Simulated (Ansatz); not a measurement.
Name a neutral molecule of Se and H with size of the dipole moment (PBE/def2-TZVPP) between 0.65 and 0.95 D and size of the dipole moment (ωB97M-V/def2-TZVPP) between 0.45 and 0.75 D (Ansatz, PBE0-D4/def2-TZVP geometry).

H₂Se (0.73 D, 0.74 D). Other molecules can fit too; these were computed, each in one conformer that needn't be the lowest.
